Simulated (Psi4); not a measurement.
C3H3 (SMILES [CH]=C=C), doublet (typed; the unrestricted solution is spin-contaminated), geometry from GFN2-xTB. Base run: HF/6-31G* (Psi4 1.11).

Geometry (Å):
```xyz
6

C      0.0014    -0.0190     0.1092
C      0.0168    -0.2280     1.3104
C     -0.0157     0.2127    -1.2226
H      0.0301    -0.4077     2.3431
H      0.8998     0.2463    -1.7848
H     -0.9452     0.3670    -1.7401
```
Charge 0, spin multiplicity 2.
Orbitals are unrestricted.
All else is at Psi4's defaults (density fitting, Cartesian functions).
Base energy -115.24968 Eh.

The base run was repeated with changes; each row names its change, and settings that it needs were set with it.

```json
[
 {"change": "base", "ΔE vs base (µEh)": "0.0", "SCF cycles": "14", "basis functions": "51", "outcome": "converged"},
 {"change": "damping_percentage = 20", "ΔE vs base (µEh)": "-", "SCF cycles": "-", "basis functions": "51", "outcome": "not converged"},
 {"change": "df_basis_scf = cc-pvqz-jkfit", "ΔE vs base (µEh)": "-129", "SCF cycles": "14", "basis functions": "51", "outcome": "converged"},
 {"change": "guess = gwh", "ΔE vs base (µEh)": "0.0", "SCF cycles": "16", "basis functions": "51", "outcome": "converged"},
 {"change": "scf_type = dfdirj+cosx", "ΔE vs base (µEh)": "-119", "SCF cycles": "15", "basis functions": "51", "outcome": "converged"},
 {"change": "scf_type = disk_df", "ΔE vs base (µEh)": "0.0", "SCF cycles": "14", "basis functions": "51", "outcome": "converged"},
 {"change": "level_shift = 1.0", "ΔE vs base (µEh)": "0.0", "SCF cycles": "14", "basis functions": "51", "outcome": "converged"},
 {"change": "diis_max_vecs = 3", "ΔE vs base (µEh)": "0.0", "SCF cycles": "22", "basis functions": "51", "outcome": "converged"},
 {"change": "e_convergence = 1e-8", "ΔE vs base (µEh)": "0.0", "SCF cycles": "15", "basis functions": "51", "outcome": "converged"},
 {"change": "guess = huckel", "ΔE vs base (µEh)": "0.0", "SCF cycles": "14", "basis functions": "51", "outcome": "converged"},
 {"change": "scf_type = mem_df", "ΔE vs base (µEh)": "0.0", "SCF cycles": "14", "basis functions": "51", "outcome": "converged"},
 {"change": "damping_percentage = 50", "ΔE vs base (µEh)": "-", "SCF cycles": "-", "basis functions": "51", "outcome": "not converged"},
 {"change": "ints_tolerance = 1e-8", "ΔE vs base (µEh)": "0.0", "SCF cycles": "14", "basis functions": "51", "outcome": "converged"}
]
```

Open shells are given as the SCF converged; they aren't shown to be the lowest states, and a large step between rows can be another state.
